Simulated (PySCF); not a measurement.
Two species compared at the same levels of theory.

First species: B2FH4N.
SMILES: `BNBF`

Second species: C3H10GaNO.
SMILES: `CC[O][GaH][NH]C`

Levels: wB97X-D/def2-SVPD for dipole moment, HOMO energy, LUMO energy, HOMO–LUMO gap, static isotropic polarisability and electronic spatial extent ⟨r²⟩ about the centre of nuclear charge; TDDFT wB97X-D/def2-SVPD for lowest singlet excitation; TDA wB97X-D/def2-SVPD for lowest triplet excitation (Tamm–Dancoff); ΔSCF wB97X-D/def2-SVPD for vertical ionisation energy; PBE0-D3(BJ)/def2-SVP for rotational constant A and rotational constant C. Geometries: PBE0-D3(BJ)/def2-SVP. Each structure is a single optimised conformer of the isolated species, non-relativistic unless stated. Electronic properties by PySCF.

Dipoles, sizes and rotational constants follow the conformer. The torsions of the flexible species, by atom-mapped SMILES:
- `[BH2:1][NH:2][BH:3][F:4]`: B1–N2–B3–F4 180°
- `[CH3:1][CH2:2][O:3][GaH:4][NH:5][CH3:6]`: C1–C2–O3–Ga4 -1°, C2–O3–Ga4–N5 180°, O3–Ga4–N5–C6 180°

(1) Which has the higher vertical ionisation energy?

(2) Which has the higher ⟨r²⟩?

(3) Which of the two has the higher static isotropic polarisability, and by how much?

(4) Which has the higher dipole moment?

(5) Which has the higher LUMO energy?

(6) Which has the higher T1 energy?

(7) Which has the higher HOMO–LUMO gap?

(8) Which of the two has the higher rotational constant A, and by how much?

Answers

(1) The first: 12.13 eV against 8.62 eV, a difference of 3.51 eV.

(2) The second: 1205 bohr² against 316 bohr², a difference of 889 bohr².

(3) The second: 79.3 au against 37.8 au, a difference of 41.5 au.

(4) The first: 0.93 D against 0.78 D, a difference of 0.15 D.

(5) The second: 1.37 eV against 0.89 eV, a difference of 0.48 eV.

(6) The first: 6.16 eV against 4.88 eV, a difference of 1.28 eV.

(7) The first: 12.25 eV against 9.80 eV, a difference of 2.45 eV.

(8) The first: 44.298 GHz against 9.277 GHz, a difference of 35.021 GHz.

On the first: No computed singlet falls in the visible range (750 to 380 nm, 1.65 to 3.26 eV); S1 lies 3.46 eV above its blue end. The principal polarisabilities are 28.5, 37.9 and 46.9 au; their mean is the isotropic value.

On the second: In wavenumbers S1 is 46200 cm⁻¹ (1 eV = 8065.54 cm⁻¹). A dipole of 0.78 D is allowed in Cs, and pure rotational transitions are dipole-allowed. Relativistic effects, spin–orbit coupling among them, are left out although an element past zinc is present.
